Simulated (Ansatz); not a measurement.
Consider the ligand exchange at the Si–Se bond: `[SiH3][Se][GeH3]` + `NN[SiH3]` → `NN([SiH3])[SiH3]` + `[GeH3][SeH]`.

Isolated molecules relaxed with PBE0-D4/def2-TZVP in Ansatz; ΔE leaves out vibrations. CBS: MP2 limit from def2 TZ/QZ plus the TZ coupled-cluster correction, frozen cores. Functionals use def2-TZVPP. For Ge, Se outer-core shells are correlated without core-valence functions, which leaves a few kJ/mol of doubt a bond. Scalar relativity is left out up to krypton. One conformer a species, not always the lowest.

CCSD(T)/CBS gives +0.14 eV.

(1) Another level gave +0.18 eV. Which?
A. revPBE/def2-TZVPP
B. LC-ωPBE/def2-TZVPP
C. BHLYP-D4/def2-TZVPP
D. RPA@PBE/def2-TZVPP

(2) What do rigid-rotor, harmonic-oscillator terms from PBE0-D4/def2-TZVP frequencies (298.15 K, 1 bar) make of the CCSD(T)/CBS value? (Best estimate.)

Largest T1 diagnostic among the species: 0.011.

Answers

(1) B. LC-ωPBE 0.18, BHLYP-D4 0.11, revPBE 0.23, RPA@PBE/def2-TZVPP 0.03 eV.

(2) Ansatz gave: ΔZPE = -0.08 eV, ΔH = +0.04 eV, ΔS = -24 J/(mol·K), ΔG = +0.12 eV. Modes under 50 cm⁻¹ make the entropy rough.

At CCSD(T), def2-SVP lies −0.13 eV from the extrapolated value and def2-TZVPP −0.06 eV. Leaving LDA and LC-ωPBE aside and taking each functional with its dispersion term where it has one, the values, not all of them listed here, spread over 0.15 eV, from CAM-B3LYP-D4 to HSE06-D4. LDA lies −0.05 eV from PBE without D4.
